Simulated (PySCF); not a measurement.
CH4ClFOSi, SMILES OC[Si@@H](F)Cl.

Coordinates come from a B3LYP-D3(BJ)/def2-SVP optimisation. The structure was generated by enumeration; whether it is a known compound was not checked. One conformer was computed; it need not be the lowest.

Two levels are set side by side: TDDFT-PBE/def2-SVPD (PySCF) and TDDFT-CAM-B3LYP/def2-SVPD (PySCF). Vertical, same geometry. The lowest singlet is HOMO→LUMO 99 % with PBE and HOMO→LUMO 94 % with the other functional; states are paired by order. Differences are taken from unrounded values.

```tsv
quantity	TDDFT-CAM-B3LYP
lowest singlet excitation (eV)	6.46
lowest triplet excitation (TDA) (eV)	6.05
```

**Question.** What does TDDFT-PBE give, and how far is it from TDDFT-CAM-B3LYP? (The exact figures need the calculation; the answer reports its results.)

**Answer.** 
| quantity | TDDFT-PBE | TDDFT-PBE minus TDDFT-CAM-B3LYP |
|---|---|---|
| lowest singlet excitation (eV) | 5.59 | -0.87 |
| lowest triplet excitation (TDA) (eV) | 5.24 | -0.81 |

A lower first singlet is the usual sign of a functional without exact exchange. Differences between two approximate levels are no errors against the true value.

Rough cost on one machine, each run with all the roots and properties that it gave: TDDFT-CAM-B3LYP against TDDFT-PBE about 7 times.
